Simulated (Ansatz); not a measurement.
Total energies of C3H5BInN (`C#[C][In]1[BH][CH]1N`).

```tsv
atom	x (Å)	y (Å)	z (Å)
C1	2.821	0.534	-2.349
C2	1.736	0.345	-1.846
In3	-0.174	0.014	-1.037
B4	-2.097	-0.336	-0.042
C5	-1.483	-0.286	1.258
N6	-0.034	-0.048	1.354
H7	3.778	0.700	-2.789
H8	-3.197	-0.502	-0.459
H9	-1.990	-0.408	2.216
H10	0.186	0.795	1.875
H11	0.454	-0.808	1.819
```

Charge 0, multiplicity 1. Correlated methods include outer-core shells of In, which these sets cover unevenly. In: def2 effective core potential. The structure was optimised at the PBE0-D4/def2-TZVP level. It is one conformer, not always the lowest. Basis def2-TZVPP, the Gaussian-basis code of Ansatz.

RPA on PBE orbitals: Hartree–Fock energy of these orbitals -384.75698 Eh, correlation -1.65560 Eh (frozen core).

```csv
functional,energy without D4 (Eh),D4 term (kJ/mol)
LDA (SPW92),-384.90763,–
PBE,-386.77956,-24.0
revPBE,-387.03595,-67.7
BLYP,-386.92171,-51.9
r2SCAN,-386.98904,-5.7
B97M-V,-387.04368,–
PBE0,-386.79118,-20.3
B3LYP,-387.11452,-39.0
r2SCANh,-386.96421,-6.2
r2SCAN0,-386.92851,-6.9
HSE06 (plane-wave form),-386.77874,-19.2
BHLYP,-386.83433,-32.9
CAM-B3LYP,-386.90219,-21.0
LC-ωPBE,-386.90728,–
ωB97X-V,-386.95343,–
ωB97M-V,-386.90603,–
B2PLYP,-386.65497,–
PBE-QIDH,-386.55315,–
```

B3LYP takes the VWN-RPA correlation (the form of Gaussian; ORCA's B3LYP/G). HSE06 is the plane-wave form, built on full-range PBE exchange. The double hybrids freeze the cores in their second-order part.

LC-ωPBE has ω = 0.4 bohr⁻¹.
